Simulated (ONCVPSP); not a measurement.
Zn (Z = 30): one change to an ONCV potential, before and after

Zn, optimised norm-conserving Vanderbilt (ONCV), made with ONCVPSP 4.0.1 (LDA (Perdew-Wang 92), scalar-relativistic). Core [Ne], reference 3s2 3p6 3d10 4s2. Waves: 3s+4s: rc 1.20 bohr, ncon 5, nbas 9, qcut 11.2 1/bohr, 2 projectors; 3p: rc 0.80 bohr, ncon 4, nbas 8, qcut 18.8 1/bohr, 2 projectors, debl 2.2 Ha; 3d: rc 0.90 bohr, ncon 4, nbas 8, qcut 19.7 1/bohr, 2 projectors, debl 1.8 Ha. Local part: polynomial inside 0.65 bohr (lpopt 1, dvloc0 4 Ha). Core correction: Teter function, fcfact 2, rcfact 1.25.

In the p channel the program set the typed energies aside and used -3.060, 0.250 Ha.

Change: d: qcut 22.4.

Cutoffs: the cutoffs (Ha) at which the residual kinetic energy of the hardest occupied pseudo-wave falls to 1 and 0.1 mHa per electron; they do not see the model core or the augmentation charge, which bear on the density cutoff. Errors are all-electron minus pseudo energies relative to the spin-unpolarised reference configuration.

Problem. How do hardness, ghosts and transferability respond?

Solution. The potential gets harder (134 Ha and 154 Ha → 147 Ha and 169 Ha); the errors of the 4 common tests hardly move; neither file shows a bound ghost. The waves are optimised to have the least kinetic energy above qcut, so the cutoff follows it (qcut²/2 in Ha).

```csv
quantity,base,changed
"cutoff, loose",134 Ha,147 Ha
"cutoff, tight",154 Ha,169 Ha
loose cutoff by channel,"s 46 Ha, p 100 Ha, d 134 Ha","s 46 Ha, p 100 Ha, d 147 Ha"
bound ghosts,none,none
GHOST(+) flags under 300 eV,none,none
"error for 3s2 3p6 3d10 4s1, meV [ΔE 10.18 eV]",-0.4,-0.4
"error for 3s2 3p6 3d10 4s0, meV [ΔE 28.95 eV]",+0.4,+0.3
"error for 3s2 3p6 3d9 4s0, meV [ΔE 69.84 eV]",-9.0,-9.2
"error for 3s2 3p6 3d10 4s1.5, meV [ΔE 4.08 eV]",-0.2,-0.2
s: phases at 1.22 bohr within 0.05 rad from the reference energy up to (Ha; the scan ends near 5),to the end of the scan,to the end of the scan
p: phases at 0.81 bohr within 0.05 rad from the reference energy up to (Ha; the scan ends near 5),to the end of the scan,to the end of the scan
d: phases at 0.91 bohr within 0.05 rad from the reference energy up to (Ha; the scan ends near 5),to the end of the scan,to the end of the scan
"rms error of d²Exc/dni dnj with the model core, mHa",1.73,1.73
```
